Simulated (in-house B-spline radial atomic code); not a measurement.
## BHandHLYP excitations of neutral ytterbium

Method: BHandHLYP. Computed with an all-electron radial atomic-structure program (B-spline basis): linear response of the closed shell [Xe] 4f14 6s2 with the functional's adiabatic kernel; scalar-relativistic (spin-free one-electron X2C), finite nucleus, no spin-orbit coupling, no double excitations, S, P, D and F terms only; shells from n = 4 respond. Only terms of natural parity with L up to 3 were computed.

Spin-orbit coupling is strong here, so these LS terms don't match observed levels.

Command:
```bash
python run_td.py task.json out
```
Settings (radii: box in bohr, nucleus in fm):
```
Z                        70
electrons                70
configuration            [Xe] 4f14 6s2
hamiltonian              x2c
method                   bhandhlyp
box_radius               75
rms_radius               5.3108
intervals                76
```

Time taken, with all properties: 2.9 s on 1 thread of Intel(R) Xeon(R) Platinum 8488C (Sapphire Rapids), on a shared host.

The lowest states, in the order of their Tamm-Dancoff energies; the method's threshold (minus the highest occupied level) is 4.844 eV. Labels give the largest channel, * marks a mixed state, and oscillator strengths are full-response dipole values. Measured ¹D terms are left out, since they can mix with doubly excited terms. Semilocal kernels can invert the small singlet-triplet splittings of Rydberg terms. Energies in eV:

```
     state  full response  Tamm-Dancoff  oscillator strength  measured (J-weighted term)
6s → 6p 3P          2.180         2.246                    -                       2.339
6s → 5d 3D          2.824         2.862                    -                       3.092
6s → 6p 1P          3.156         3.234                 1.68                       3.108
6s → 5d 1D          3.451         3.481                    -                           -
6s → 7s 3S          3.740         3.742                    -                       4.054
4f → 5d 3P          3.681         3.776                    -                           -
6s → 7s 1S              ?             ?                    -                           ?
6s → 7p 3P          4.222         4.224                    -                       4.758
6s → 7p 1P          4.276         4.285               0.0731                       5.029
4f → 5d 3F              ?             ?                    -                           -
```

Problem. Where does 4f → 5d 3F lie?

Solution. At 4.254 eV in full response, 4.297 eV in Tamm-Dancoff.

Problem. Where does 6s → 7s 1S lie?

Solution. At 3.873 eV in full response, 3.881 eV in Tamm-Dancoff; measured 4.259 eV.

Problem. How large is the singlet-triplet splitting of 6s → 6p (P terms) in Tamm-Dancoff?

Solution. 0.989 eV, from the unrounded values.

Problem. What polarisabilities and dispersion coefficient does the method give?

Solution. Dipole 144.9 bohr³, quadrupole 2928 bohr⁵, C6 2062 hartree·bohr⁶ for two such species. Recommended dipole value: 139 ± 6 bohr³ (Schwerdtfeger and Nagle, table of static dipole polarizabilities (2023 update)), which includes relativity and correlation.
